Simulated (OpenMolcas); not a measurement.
# Co²⁺: input and output

Input:

```
&GATEWAY
Coord
1

Co 0.0 0.0 0.0
Basis=ANO-RCC-VQZP
Group=XYZ
NoMove
AngMom=0.0 0.0 0.0
AMFI
&SEWARD
&RASSCF
FileOrb=start.orb
Symmetry=1
Spin=4
nActEl=7 0 0
Inactive=3 6
Ras2=5 0
CIRoot=10 10 1
SDav=10
CIMx=300
Iter=120 100
PrWF=0.3
OrbListing=Nothing
MaxOrb=0
Atom
>>> COPY $Project.JobIph JOB001
&RASSCF
FileOrb=start.orb
Symmetry=1
Spin=2
nActEl=7 0 0
Inactive=3 6
Ras2=5 0
CIRoot=35 35 1
SDav=40
CIMx=300
Iter=120 100
PrWF=0.3
OrbListing=Nothing
MaxOrb=0
Atom
>>> COPY $Project.JobIph JOB002
&RASSI
NrOfJobIphs=2 10 35
1 2 3 4 5 6 7 8 9 10
1 2 3 4 5 6 7 8 9 10 11 12 13 14 15 16 17 18 19 20 21 22 23 24 25 26 27
28 29 30 31 32 33 34 35
IphNames
JOB001
JOB002
EJob
SpinOrbit
DIPRint=1.0
SOCoupling=1000.0
Subsets=2
MEES
Property=10
'ANGMOM' 1 'ANGMOM' 2 'ANGMOM' 3 'MLTPL  1' 1 'MLTPL  1' 2 'MLTPL  1' 3
'AMFI' 1 'AMFI' 2 'AMFI' 3 'MLTPL  2' 6
SOProperty=3
'ANGMOM' 1 'ANGMOM' 2 'ANGMOM' 3
```

Launched by
```bash
OMP_NUM_THREADS=1 MOLCAS_MEM=2252 MOLCAS_PROJECT=a pymolcas a.inp > a.log  # once for each step of the input, in one work folder
```

A driver script runs the steps one by one and writes start.orb anew before each from the orbitals found so far.

Output, cut to the results:

```
--- SEWARD ---
Basis set label: CO.ANO-RCC...7S6P4D3F2G1H.

      Electronic valence basis set:
      ------------------
      Associated Effective Charge  27.000000 au
      Associated Actual Charge     27.000000 au
      Nuclear Model: Point charge

      Shell  nPrim  nBasis  Cartesian Spherical Contaminant
         s      21       7        X
         p      15       6        X
         d      10       4                 X
         f       6       3                 X
         g       4       2                 X
         h       2       1                 X
                  Relativistic Douglas-Kroll-Hess integrals:
                    - DKH order of Hamiltonian: 2
                    - DKH order of Properties : 0
                  Atomic mean-field integrals
--- RASSCF ---
Wave function specifications:
      -----------------------------

      Number of closed shell electrons          18
      Number of electrons in active shells       7
      Max number of holes in RAS1 space          0
      Max nr of electrons in RAS3 space          0
      Number of inactive orbitals                9
      Number of active orbitals                  5
      Number of secondary orbitals              81
      Spin quantum number                      1.5
      State symmetry                             1
Orbital specifications:
      -----------------------

      Symmetry species                           1   2
                                                ag  au
      Frozen orbitals                            0   0
      Inactive orbitals                          3   6
      Active orbitals                            5   0
      RAS1 orbitals                              0   0
      RAS2 orbitals                              5   0
      RAS3 orbitals                              0   0
      Secondary orbitals                        37  44
      Deleted orbitals                           0   0
      Number of basis functions                 45  50
      Number of CSFs                            10
      Number of root(s) required                10
      Iter CI   SX   CI       RASSCF       Energy    max ROT     max BLB   max BLB  Level Ln srch  Step   QN
          iter iter root      energy       change     param      element    value   shift minimum  type update
 Nr of preliminary CI iterations:   1
      Total energies have been shifted. Add                -1000.00 au
        1   1    2    0  -391.00163916    0.00E+00   3.88E-08    3  16 2  7.02E-07   0.00   0.00    SX    NO
        2   1    2    0  -391.00163916   -1.59E-12  -4.11E-08    3  12 1  2.38E-07   0.00   0.00    SX    NO
        3   1    2    0  -391.00163916   -1.14E-12   3.01E-08    4  16 2 -1.51E-07   0.00   0.00    SX    NO
        4   1    2    0  -391.00163916    2.05E-12   2.44E-08    4  10 2  1.29E-07   0.00   0.00    SX    NO
      Convergence after  4 iterations
        5   1    2    0  -391.00163916   -2.27E-13   2.44E-08    4  10 2 -8.23E-08   0.00   0.00    SX    NO
      Natural orbitals and occupation numbers for root  1
      sym 1:   1.171181   1.000000   1.171181   1.828819   1.828819
      Natural orbitals and occupation numbers for root  2
      sym 1:   1.367799   1.632201   1.367799   1.000000   1.632201
      Natural orbitals and occupation numbers for root  3
      sym 1:   1.975802   1.024198   1.024198   1.000000   1.975802
::    RASSCF root number  1 Total energy:  -1391.02741870
::    RASSCF root number  2 Total energy:  -1391.02741870
::    RASSCF root number  3 Total energy:  -1391.02741870
::    RASSCF root number  4 Total energy:  -1391.02741870
::    RASSCF root number  5 Total energy:  -1391.02741870
::    RASSCF root number  6 Total energy:  -1391.02741870
::    RASSCF root number  7 Total energy:  -1391.02741870
::    RASSCF root number  8 Total energy:  -1390.94148690
::    RASSCF root number  9 Total energy:  -1390.94148690
::    RASSCF root number 10 Total energy:  -1390.94148690
--- RASSCF ---
Wave function specifications:
      -----------------------------

      Number of closed shell electrons          18
      Number of electrons in active shells       7
      Max number of holes in RAS1 space          0
      Max nr of electrons in RAS3 space          0
      Number of inactive orbitals                9
      Number of active orbitals                  5
      Number of secondary orbitals              81
      Spin quantum number                      0.5
      State symmetry                             1
...
--- RASSI ---
SPIN-FREE ENERGIES:
  (Shifted by EMIN (a.u.) =      -1391.0274187047)

 SF State       Relative EMIN(au)   Rel lowest level(eV)    D:o, cm**(-1)      L_eff

     1             0.0000000000        0.0000000000              0.0000         3.0
     2             0.0000000000        0.0000000000              0.0000         3.0
     3             0.0000000000        0.0000000000              0.0000         3.0
     4             0.0000000000        0.0000000000              0.0000         3.0
     5             0.0000000000        0.0000000000              0.0000         3.0
     6             0.0000000000        0.0000000000              0.0000         3.0
     7             0.0000000000        0.0000000000              0.0000         3.0
     8             0.0859318055        2.3383235493          18859.8513         1.0
     9             0.0859318055        2.3383235493          18859.8513         1.0
    10             0.0859318055        2.3383235493          18859.8513         1.0
    11             0.0863716058        2.3502911266          18956.3763         4.0
    12             0.0863716058        2.3502911266          18956.3763         4.0
    13             0.0863716058        2.3502911266          18956.3763         4.0
    14             0.0863716058        2.3502911266          18956.3763         4.0
    15             0.0863716058        2.3502911266          18956.3763         4.0
    16             0.0863716058        2.3502911266          18956.3763         4.0
    17             0.0863716058        2.3502911266          18956.3763         4.0
    18             0.0863716058        2.3502911266          18956.3763         4.0
    19             0.0863716058        2.3502911266          18956.3763         4.0
    20             0.1148661005        3.1256658261          25210.1951         4.8
    21             0.1148661005        3.1256658261          25210.1951         4.5
...
```

Levels above the lowest, from the spin-orbit matrix, grouped by J:

| Configuration | Term | J | E (cm⁻¹) | Measured (cm⁻¹) | g | Term weight % |
| --- | --- | --- | --- | --- | --- | --- |
| 3d⁷ | ⁴F | 9/2 | 0.0 | 0.0 | 1.334 | 100 |
| 3d⁷ | ⁴F | 7/2 | 821 | 841 | 1.238 | 100 |
| 3d⁷ | ⁴F | 5/2 | 1430 | 1451 | 1.029 | 100 |
| 3d⁷ | ⁴F | 3/2 | 1850 | 1867 | 0.399 | 100 |
| 3d⁷ | ²G | 9/2 | 19402 | 16978 | 1.109 | 98 |
| 3d⁷ | ⁴P | 5/2 | 19410 | 15202 | 1.601 | 100 |
| 3d⁷ | ⁴P | 3/2 | 19693 | 15428 | 1.724 | 97 |
| 3d⁷ | ⁴P | 1/2 | 20066 | 15811 | 2.649 | 99 |
| 3d⁷ | ²G | 7/2 | 20184 | 17766 | 0.889 | 100 |
| 3d⁷ | ²P | 3/2 | 25653 | 20195 | 1.284 | 86 |
| 3d⁷ | ²H | 11/2 | 25779 | 22720 | 1.091 | 100 |
| 3d⁷ | ²P | 1/2 | 26464 |  | 0.688 | 99 |
| 3d⁷ | ²H | 9/2 | 26466 | 23434 | 0.912 | 99 |
| 3d⁷ | ²D | 5/2 | 27933 | 23059 | 1.201 | 100 |
| 3d⁷ | ²D | 3/2 | 29139 | 24237 | 0.860 | 89 |
| 3d⁷ | ²F | 5/2 | 44633 | 37021 | 0.857 | 100 |
| 3d⁷ | ²F | 7/2 | 44950 | 37316 | 1.143 | 100 |

Against the 15 measured excited levels shown (Sugar and Corliss, J. Phys. Chem. Ref. Data 10, 1097 (1981)) the mean absolute deviation is 3600 cm-1; the largest miss in energy is 3d⁷ ²F_7/2: computed 44950, measured 37316 cm⁻¹ (+20.5 %), and the largest in proportion 3d⁷ ⁴P_5/2 (+27.7 %).

Without dynamic correlation excited terms often stand tens of per cent too high (terms of higher spin than the ground term too low), and those without a measured partner can miss by more than the paired ones. Computed and measured levels are paired by configuration, term and J; levels that our copy of the source lacks, or whose pairing is in doubt (as where it misses far off the trend of its configuration), stay unpaired and out of the deviations. Levels of configurations outside the active space are missing. The first state left out of the spin-orbit step lies near 69000 cm-1 above the lowest spin-free state of the reference (among the parities and spins computed), and the list stops at four fifths of that energy or lower.

The RASSCF and RASSI steps took 20 s on 1 thread of Arm Neoverse V1 (shared host); the integral step is not counted.

The term weight is that of the spin-free term in the level, not the purity of its configuration.
